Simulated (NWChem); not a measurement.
Molecule: OsO4, triplet; SMILES of the neutral closed-shell parent [O]=[Os](=[O])(=[O])=[O]

```xyz
5

Os     0.0000     0.0000     0.0000
O      1.0543    -1.1164     0.8198
O     -1.0543     1.1164     0.8198
O     -1.1164    -1.0543    -0.8198
O      1.1164     1.0543    -0.8198
```
Atoms are numbered in this order, from 1.

Level: PBE0/def2-SVP with def2 effective core potentials on Os, spin-unrestricted (NWChem), optimised geometry, unscaled harmonic frequencies. In the optimisation the excess spin sits in a (S4, its own frame). The spin multiplicity was typed, not searched, and may not be the lowest. def2 effective core potentials on Os; no spin-orbit coupling.

| frequency (cm⁻¹) | IR intensity (km/mol) |
|---|---|
| 195 | 15.4 |
| 219 | 0.0 |
| 286 | 28.1 |
| 286 | 28.1 |
| 298 | 0.0 |
| 724 | 40.8 |
| 963 | 0.0 |
| 1086 | 237.1 |
| 1086 | 237.1 |

```yaml
zero_point_energy: 7.3 kcal/mol
thermal correction to the enthalpy at 298.15 K (with zero-point energy): 11.3 kcal/mol
heat capacity Cv: 16.5 cal/(mol K)
```

Rigid rotor and harmonic oscillator.
